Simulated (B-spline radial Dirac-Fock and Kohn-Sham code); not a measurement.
## Compton profile of Os²⁵⁺

System: Os²⁵⁺, configuration 1s2 2s2 2p6 3s2 3p6 3d10 4s2 4p6 4d10 4f5.

Calculated with a radial atomic solver, using the impulse approximation on Dirac-Fock densities. pz is in atomic units of momentum; subshell profiles are per electron, for a selection of subshells; open shells are spread over both j values by their weights.

```
 pz   J total   J 1s1/2   J 2p1/2   J 4p3/2   J 4f7/2
  0     2.876   0.00980    0.0170    0.0994    0.0590
0.4     2.870   0.00979    0.0170    0.0994    0.0590
0.5     2.866   0.00979    0.0170    0.0994    0.0590
0.6     2.862   0.00979    0.0170    0.0994    0.0590
0.8     2.850   0.00979    0.0170    0.0993    0.0590
  1     2.835   0.00979    0.0170    0.0990    0.0590
1.2     2.817   0.00979    0.0170    0.0985    0.0590
1.4     2.795   0.00979    0.0170    0.0978    0.0590
1.6     2.770   0.00978    0.0170    0.0968    0.0590
1.8     2.741   0.00978    0.0170    0.0954    0.0590
  2     2.708   0.00978    0.0170    0.0935    0.0590
2.5     2.609   0.00977    0.0170    0.0870    0.0589
  3     2.487   0.00976    0.0170    0.0779    0.0586
  4     2.184   0.00973    0.0170    0.0548    0.0566
  5     1.843   0.00969    0.0170    0.0328    0.0520
  7     1.244   0.00958    0.0168    0.0103    0.0365
 10    0.7479   0.00937    0.0164   0.00738    0.0155
 15    0.3922   0.00888    0.0147   0.00290   0.00283
 20    0.2212   0.00825    0.0121  0.000649  0.000526
 30   0.08431   0.00676   0.00670  0.000438  2.67e-05
 40   0.03888   0.00526   0.00322  0.000233  2.24e-06
 60   0.01222   0.00290  0.000721  4.03e-05    < 1e-6
100  0.002466  0.000830  6.33e-05  2.03e-06    < 1e-6
```

J(0) = 2.876. The 4d5/2 subshell gives the largest part, 16 %.

Mean momentum ⟨p⟩ by subshell (a.u.): 1s1/2 80.2, 2s1/2 28.6, 2p1/2 37.7, 2p3/2 33.1, 3s1/2 14.5, 3p1/2 17.3, 3p3/2 15.9, 3d3/2 19.1, 3d5/2 18.6, 4s1/2 7.88, 4p1/2 8.86, 4p3/2 8.34, 4d3/2 9.33, 4d5/2 9.15, 4f5/2 9.95, 4f7/2 9.87.
